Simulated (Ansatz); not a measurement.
Computed with Ansatz on PBE0-D4/def2-TZVP structures; ΔE is electronic, products minus reactants. CCSD(T)/CBS is the MP2 limit (def2-TZVPP, def2-QZVPP) plus CCSD(T) − MP2 in def2-TZVPP, frozen cores. DFT in def2-TZVPP. B3LYP here is the variant with VWN-RPA as its local correlation; programs differ in this. Each species was taken in one conformer, which may not be the lowest.

Consider the cleavage of the Si–Si bond: `BS[SiH2][SiH2][SiH3]` + `CBO` → `CBO[SiH2][SiH3]` + `BS[SiH3]`.

```tsv
level	ΔE (kJ/mol)	difference from CCSD(T)/CBS
BLYP-D4	-55.3	2.5
B97M-V	-53.0	4.8
PBE0-D4	-40.3	17.5
B3LYP-D4	-59.4	-1.6
r2SCANh-D4	-52.8	5.0
ωB97M-V	-60.8	-3.0
PBE	-37.6	20.2
revPBE	-39.4	18.4
r2SCAN	-53.1	4.7
LC-ωPBE	-53.2	4.6
HF/def2-SVP	-76.2	-18.4
MP2/def2-TZVPP	-62.1	-4.3
CCSD/def2-TZVPP	-63.4	-5.6
HF/def2-QZVPP	-95.0	-37.2
MP2/def2-QZVPP	-62.6	-4.8
CCSD/CBS(def2)	-63.0	-5.2
CCSD(T)/CBS	-57.8	0
```

Largest T1 diagnostic among the species: 0.015.

From BLYP to BHLYP (50 % exact exchange), in def2-TZVPP and without D4, ΔE moves by −13.3 kJ/mol. Leaving LDA and LC-ωPBE aside and taking each functional with its dispersion term where it has one, the values, not all of them listed here, spread over 34.7 kJ/mol, from BHLYP-D4 to PBE-D4. The D4 term adds +6.9 kJ/mol with B3LYP and +4.0 kJ/mol with PBE0; it sums over pairs of atoms, weighted by their polarisabilities, and B3LYP, whose exchange is more repulsive, gets the larger term.
